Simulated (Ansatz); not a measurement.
`C[SiH](F)CCl` → `C[SiH](F)Cl` + `[CH2]` (triplet)  (formal loss of a carbene)

Isolated molecules relaxed with PBE0-D4/def2-TZVP in Ansatz; ΔE leaves out vibrations. CBS: MP2 limit from def2 TZ/QZ plus the TZ coupled-cluster correction, frozen cores. This one scheme is used for every species. DFT in def2-TZVPP. B3LYP here is the variant with VWN-RPA as its local correlation; programs differ in this. Triplets are unrestricted, without spin–orbit coupling. Each species was taken in one conformer, which may not be the lowest.

`C[SiH](F)CCl`:

Z-matrix (Å, degrees):
```
C
Si 1 1.850
H 1 1.092 2 110.2
H 1 1.092 2 110.7 3 -119.7
H 1 1.093 2 111.0 3 120.0
F 2 1.607 1 109.2 3 -178.1
C 2 1.877 1 111.8 3 -60.3
H 2 1.482 1 112.5 3 62.5
Cl 7 1.789 2 107.2 1 64.1
H 7 1.091 2 112.9 1 -54.3
H 7 1.090 2 112.6 1 -177.7
```

`C[SiH](F)Cl`:

```xyz
8

C     0.048   -1.004    0.111
Si    0.046    0.835   -0.005
F     1.269    1.311   -0.910
Cl   -1.674    1.487   -0.900
H     0.977   -1.354    0.569
H    -0.790   -1.348    0.721
H    -0.041   -1.451   -0.882
H     0.165    1.525    1.296
```

`[CH2]` (triplet):

Cartesian coordinates in Å:
```
C -0.119 -0.030 -0.247
H 0.857 0.426 -0.310
H -0.738 -0.396 0.557
```

| level | ΔE (eV) | difference from CCSD(T)/CBS |
| --- | --- | --- |
| PBE-D4 | 3.22 | 0.12 |
| r2SCAN-D4 | 2.85 | -0.25 |
| PBE0-D4 | 3.09 | -0.01 |
| B3LYP-D4 | 3.05 | -0.05 |
| ωB97X-V | 3.23 | 0.13 |
| ωB97M-V | 3.13 | 0.03 |
| B2PLYP | 2.99 | -0.11 |
| PBE | 3.15 | 0.05 |
| PBE0 | 3.03 | -0.07 |
| HF/def2-TZVPP | 1.50 | -1.60 |
| MP2/def2-TZVPP | 3.07 | -0.03 |
| SCS-MP2/def2-TZVPP | 3.11 | 0.01 |
| CCSD/def2-TZVPP | 2.86 | -0.24 |
| CCSD(T)/def2-TZVPP | 2.99 | -0.11 |
| HF/def2-QZVPP | 1.50 | -1.60 |
| SCS-MP2/def2-QZVPP | 3.18 | 0.08 |
| CCSD(T)/CBS | 3.10 | 0 |

Largest T1 diagnostic among the species: 0.011.

From PBE to PBE0 (25 % exact exchange), in def2-TZVPP and without D4, ΔE moves by −0.12 eV. In def2-TZVPP, CCSD(T) changes the Hartree–Fock value by +1.49 eV (the triples alone add +0.13 eV) and MP2 by +1.57 eV. The D4 term adds +0.11 eV with B3LYP and +0.06 eV with PBE0; it sums over pairs of atoms, weighted by their polarisabilities, and B3LYP, whose exchange is more repulsive, gets the larger term.
